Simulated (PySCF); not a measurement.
PySCF input file for C2H8FNSi, SMILES C[C@@H](N)[SiH2]F, PBE/pcSseg-1. Coordinates come from a TPSSh-D3(BJ)/def2-SVP optimisation. The structure was generated by enumeration; whether it is a known compound was not checked. The values are those of a single conformer.

```python
import numpy as np
from pyscf import gto, scf, dft
from pyscf.prop.nmr import rks as nmr

mol = gto.M(
    atom='''
    C     1.49815565    1.23038634    0.82027728
    C     0.88897510    0.03155200    0.08439369
    N     0.80913983   -1.12158098    0.99081282
    Si   -0.87935877    0.41158855   -0.45533558
    F    -1.52557815   -0.98694196   -1.01485697
    H     0.91495460    1.47158676    1.72318331
    H     2.52972434    1.00377146    1.14183087
    H     1.54390947    2.12328653    0.17593313
    H     1.49987623   -0.15488688   -0.82878586
    H     0.44290977   -1.93639374    0.49377430
    H     1.74391416   -1.38117262    1.31800388
    H    -1.70590080    0.87350555    0.68674794
    H    -0.91492518    1.39997773   -1.56599208
    ''',
    basis='pcSseg-1',
    charge=0,
    spin=0,
    max_memory=1600,
    verbose=3,
)
mf = dft.RKS(mol, xc='pbe')
mf.grids.level = 3
mf.conv_tol = 1e-10
mf.max_cycle = 100
mf.kernel()
n = nmr.NMR(mf)
n.verbose = 2
n.max_cycle_cphf = 60
sigma = n.kernel()
print('atom   isotropic/ppm   span/ppm')
for i, s in enumerate(sigma):
    w = np.linalg.eigvalsh((s + s.T) / 2)
    print(f'{mol.atom_symbol(i):2s}{i + 1:3d} {w.mean():14.3f} {w[2] - w[0]:11.3f}')
```

Output:

```
converged SCF energy = -524.704686892157
atom   isotropic/ppm   span/ppm
C   1        163.422      35.765
C   2        138.473      34.689
N   3        215.943      60.715
Si  4        322.471     130.534
F   5        386.950      62.781
H   6         30.179       8.985
H   7         29.985       9.728
H   8         30.265      10.614
H   9         28.016       9.976
H  10         29.843      16.535
H  11         30.817      15.882
H  12         26.374       7.537
H  13         26.082       8.014
```

Self-consistency was reached.
